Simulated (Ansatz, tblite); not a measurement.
Spin states of Tl₂H₂, each relaxed with PBE0-D4/def2-TZVP in Ansatz. Electronic energies in the gas phase.

In the def2 sets Tl takes a core potential; there is no spin–orbit coupling. The xTB rows come from tblite. Correlated methods freeze 8 core orbitals; core or outer-core shells of Tl are correlated, in sets that lack core-valence functions. The structure comes from a short search, and lower isomers may exist.

Singlet geometry:

Cartesian coordinates in Å:
```
Tl 1.435 -0.945 0.127
Tl -1.435 0.944 -0.127
H -0.421 -0.498 1.049
H 0.421 0.499 -1.049
```

Triplet geometry:

```xyz
4

Tl   -1.095   -0.994   -0.341
Tl    1.095    0.994    0.341
H    -0.585    0.921   -0.803
H     0.585   -0.920    0.803
```

Quintet geometry (C2h within 0.1 Å):

```xyz
4

Tl    0.524   -0.140    1.420
Tl   -0.529    0.120   -1.411
H    -2.120    0.810   -0.747
H     2.125   -0.790    0.738
```

⟨S²⟩: triplet 2.01 at PBE0-D4/def2-TZVP (pure 2.00), quintet 6.02 at PBE0-D4/def2-TZVP (pure 6.00).

Run but left out: GFN2-xTB (tight binding far off the other levels).

Only these spin states were relaxed. The triplet has other bonds than the singlet, so the gap mixes isomer and spin. The quintet has other bonds than the singlet, so the gap mixes isomer and spin.

Q: Estimate which spin state lies lowest at each of these levels, and by how much: GFN1-xTB; HF/def2-TZVP; HF/def2-TZVPP; PBE-D4/def2-TZVP; r2SCAN-D4/def2-TZVP; r2SCANh-D4/def2-TZVP; PBE0-D4/def2-TZVP; r2SCAN0-D4/def2-TZVP; BHLYP-D4/def2-TZVP; ωB97X-V/def2-TZVP; ωB97M-V/def2-TZVP; RPA@PBE/def2-TZVP; MP2/def2-TZVP; MP2/def2-TZVPP; CCSD/def2-TZVPP; CCSD(T)/def2-TZVPP.

A: 
```json
{"level": "GFN1-xTB", "triplet − singlet (kJ/mol)": "260.8", "quintet − singlet (kJ/mol)": "767.5", "lowest of these": "singlet"}
{"level": "HF/def2-TZVP", "triplet − singlet (kJ/mol)": "180.6", "quintet − singlet (kJ/mol)": "334.9", "lowest of these": "singlet"}
{"level": "HF/def2-TZVPP", "triplet − singlet (kJ/mol)": "180.3", "quintet − singlet (kJ/mol)": "335.0", "lowest of these": "singlet"}
{"level": "PBE-D4/def2-TZVP", "triplet − singlet (kJ/mol)": "169.4", "quintet − singlet (kJ/mol)": "440.2", "lowest of these": "singlet"}
{"level": "r2SCAN-D4/def2-TZVP", "triplet − singlet (kJ/mol)": "161.6", "quintet − singlet (kJ/mol)": "408.3", "lowest of these": "singlet"}
{"level": "r2SCANh-D4/def2-TZVP", "triplet − singlet (kJ/mol)": "162.8", "quintet − singlet (kJ/mol)": "405.1", "lowest of these": "singlet"}
{"level": "PBE0-D4/def2-TZVP", "triplet − singlet (kJ/mol)": "172.5", "quintet − singlet (kJ/mol)": "429.8", "lowest of these": "singlet"}
{"level": "r2SCAN0-D4/def2-TZVP", "triplet − singlet (kJ/mol)": "164.5", "quintet − singlet (kJ/mol)": "400.3", "lowest of these": "singlet"}
{"level": "BHLYP-D4/def2-TZVP", "triplet − singlet (kJ/mol)": "192.0", "quintet − singlet (kJ/mol)": "443.0", "lowest of these": "singlet"}
{"level": "ωB97X-V/def2-TZVP", "triplet − singlet (kJ/mol)": "201.3", "quintet − singlet (kJ/mol)": "476.5", "lowest of these": "singlet"}
{"level": "ωB97M-V/def2-TZVP", "triplet − singlet (kJ/mol)": "191.4", "quintet − singlet (kJ/mol)": "463.6", "lowest of these": "singlet"}
{"level": "RPA@PBE/def2-TZVP", "triplet − singlet (kJ/mol)": "178.8", "quintet − singlet (kJ/mol)": "445.0", "lowest of these": "singlet"}
{"level": "MP2/def2-TZVP", "triplet − singlet (kJ/mol)": "175.5", "quintet − singlet (kJ/mol)": "447.8", "lowest of these": "singlet"}
{"level": "MP2/def2-TZVPP", "triplet − singlet (kJ/mol)": "176.9", "quintet − singlet (kJ/mol)": "458.1", "lowest of these": "singlet"}
{"level": "CCSD/def2-TZVPP", "triplet − singlet (kJ/mol)": "187.4", "quintet − singlet (kJ/mol)": "445.2", "lowest of these": "singlet"}
{"level": "CCSD(T)/def2-TZVPP", "triplet − singlet (kJ/mol)": "177.5", "quintet − singlet (kJ/mol)": "446.7", "lowest of these": "singlet"}
```

Change of the quintet − singlet gap on mixing in exact exchange, in kJ/mol: PBE to PBE0 (25 % exact exchange) -10.4; r2SCAN to r2SCANh (10 % exact exchange) -3.2; r2SCAN to r2SCAN0 (25 % exact exchange) -8.0. The xTB methods have no term that favours high spin, so they put low spin too low.
